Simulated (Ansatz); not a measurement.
Name a neutral molecule of F, Ge, S and H with HOMO energy (B3LYP/def2-TZVPP) between -7.55 and -7.25 eV and HOMO–LUMO gap (PBE0/def2-TZVPP) between 5.05 and 5.35 eV (Ansatz, PBE0-D4/def2-TZVP geometry).

`[F][Ge][SH]` (-7.43 eV, 5.17 eV). Other molecules can fit too; these were computed, each in one conformer that needn't be the lowest.

B3LYP here is the variant with VWN-RPA as its local correlation; programs differ in this.
